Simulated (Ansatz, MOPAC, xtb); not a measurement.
# A ladder of methods for SiHCl3 (trichlorosilane)

SiHCl3, singlet, SMILES `Cl[SiH](Cl)Cl`. Each level relaxes the structure for itself.

Quantity: the zero-point energy at each level's own minimum, in kJ/mol. The values are calculated.

| level | kind | program | value (kJ/mol) |
| --- | --- | --- | --- |
| MNDO | semi-empirical | MOPAC | 36.4 |
| PM6-D3H4 | semi-empirical | MOPAC | 34.0 |
| PM6-DH+ | semi-empirical | MOPAC | 34.0 |
| GFN2-xTB | semi-empirical | xtb | 33.2 |
| HF/STO-3G | Hartree–Fock | Ansatz | 44.0 |
| HF/3-21G | Hartree–Fock | Ansatz | 37.1 |
| HF/6-31G* (Cartesian functions) | Hartree–Fock | Ansatz | 40.2 |
| PBE/def2-SVP | GGA | Ansatz | 36.0 |
| B3LYP/6-31G* (Cartesian functions) | global hybrid | Ansatz | 37.2 |
| PBE0-D4/def2-TZVP | global hybrid | Ansatz | 37.1 |

Harmonic and unscaled. The values span 33.2 to 44.0 kJ/mol.
